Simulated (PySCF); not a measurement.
A GIAO shielding run with PySCF 2.14.0 with density-fitted response routines (density fitting, non-relativistic, gas phase) on SMILES [SiH2]([Si@@H]([SiH2]C)C)N, C2H13NSi3:

```
$ OMP_NUM_THREADS=1 python probes_run.py task.json out

{"job": {"kind": "nmr", "xc": "PBE0", "basis": "pcSseg-1"}, "charge": 0, "multiplicity": 1}
C     -1.550494    -2.072498     0.249255
Si    -1.889967    -0.278927    -0.278550
Si     0.127708     0.803792    -0.712706
C     -0.146599     2.686952    -0.578684
Si     1.957684     0.262097     0.606184
N      1.942468    -1.464719     0.699558
H     -2.458282    -2.580212     0.561053
H     -1.119887    -2.646050    -0.566774
H     -0.848750    -2.109181     1.077194
H     -2.825932    -0.335037    -1.416188
H     -2.663801     0.356219     0.802937
H      0.481543     0.590291    -2.140906
H     -0.439054     2.972269     0.428133
H      0.755074     3.240123    -0.825128
H     -0.929120     3.022339    -1.252618
H      3.250960     0.808797     0.140150
H      1.859459     0.662734     2.015789
H      1.909578    -1.995579    -0.155661
H      2.577609    -1.914159     1.339500
```

Hardware: 1 thread of an Arm Neoverse V2, shared host. The job also computes population analyses, field gradients.

Q: How large is the calculation?

A: 74 electrons, 188 basis functions and 1043 auxiliary functions.

Q: How long does it take, and how much memory does it need?

A: 36 s of wall time, with 12 SCF cycles and 4 response iterations; peak memory 0.77 GiB. Times on a shared host scatter by some tens of per cent.
